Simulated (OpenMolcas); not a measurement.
# Mn6+, Tc6+, Re6+: d down the group

```yaml
Program: OpenMolcas 26.06
Method: SS-RASPT2, IPEA 0.25 Eh, imaginary shift 0.1 Eh
Basis: ANO-R2
Scalar_Hamiltonian: X2C, finite nucleus
Spin-orbit_coupling: state interaction with AMFI integrals over the reference wave functions, term energies averaged over their components
```

Active space for each ion: 7 electrons in 8 orbitals (RAS1 p, at most 2 holes; RAS2 d); closed shells correlated by CASPT2: Mn6+ 3s; Tc6+ 4s; Re6+ 5s.

Computed levels in cm-1 above 2D 3/2:

```
                               Level  Mn6+  Tc6+   Re6+
                              2D 5/2  1375  3541  12209
weight of 2D in the lowest level (%)   100   100    100
```

Measured, with the error of the calculation in %. Measured levels: Mn6+ from Corliss and Sugar, J. Phys. Chem. Ref. Data 6, 1253 (1977).

```json
{"Level": "2D 5/2", "Mn6+": "1350 (+1.9)"}
```

The fine-structure level 2D 5/2 changes by a factor of 8.88 from Mn6+ to Re6+.

Active for correlation alone: 3p; no level in the range computed is led by a configuration that opens it, so any true level of that kind is missing (holds for Mn6+). Active for correlation alone: 4p; no level in the range computed is led by a configuration that opens it, so any true level of that kind is missing (holds for Tc6+). Active for correlation alone: 5p; no level in the range computed is led by a configuration that opens it, so any true level of that kind is missing (holds for Re6+). Measured partners are found by configuration, term and J. A level has none where our copy of the source lacks it or the pairing is in doubt (some pairs that miss far off the trend of their configuration count as doubtful), and it then counts in no deviation. Levels of configurations outside the active space are missing.
